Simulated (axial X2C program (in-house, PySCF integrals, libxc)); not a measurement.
## Spin–orbit effects down a group: molecules with K, PBE0

Calculated with an in-house all-electron X2C program for linear molecules (integrals from PySCF), spin-free (one-electron X2C) or two-component (2c: spin–orbit coupling with atomic mean-field Coulomb and Gaunt terms, which also bring small scalar terms), in Dyall basis sets with cores contracted in-house; open shells are unrestricted.

Basis sets: Al dyall-v3z, B dyall-v3z, In dyall-cv3z, K dyall-cv3z.

```tsv
molecule	spin-free state	Re (Å)	ωe (cm⁻¹)	De (eV)	2c state	Re 2c (Å)	ωe 2c (cm⁻¹)	De 2c (eV)
KB	M_S = 1, Λ = 1	2.835	274.2	0.93	Ω = 2	2.835	274.1	0.93
KAl	M_S = 1, Λ = 1	3.357	149.4	0.62	Ω = 2	3.358	149.4	0.61
KIn	M_S = 0, Λ = 0	3.735	100.1	0.54	Ω = 0	3.705	97.4	n/a
```

**Question.** Work out the shifts from the spin-free to the two-component result.

**Answer.** 

```json
{"molecule": "KB", "2c state": "Ω = 2", "ΔRe (Å)": "0.000", "Δωe (cm⁻¹)": "-0.1", "ΔDe (eV)": "0.00"}
{"molecule": "KAl", "2c state": "Ω = 2", "ΔRe (Å)": "0.001", "Δωe (cm⁻¹)": "0.0", "ΔDe (eV)": "-0.01"}
{"molecule": "KIn", "2c state": "Ω = 0", "ΔRe (Å)": "-0.030", "Δωe (cm⁻¹)": "-2.7", "ΔDe (eV)": "n/a"}
```

Shifts of one unit in the last digit are rounding.

Each entry is the lowest single determinant of a limited PBE0 search at one distance. De goes to single-determinant-based atoms at the same level (for ions the charge split of lowest energy) and is withheld (n/a) where an atom does not fit its ground term or J level. Main or longest-lived isotopes. One determinant is a doubtful description, or other states lie close, for KB, KAl, KIn; these need not be ground states, and all values refer to the states named. Some open-shell Ω = 0 determinants are out of reach, so the Ω given for KB, KAl need not be the lowest component. With several unpaired electrons the Ω given is that of one determinant, not necessarily of the lowest component. Some light 2c atoms are not at their ground J level, so De misses part of their lowering (0.04 eV or less). The functionals have no current term, which raises determinants with orbital currents. Where the atoms have a lower orbital projection than the molecule, De at mean-field level may be about a tenth of an eV too small.
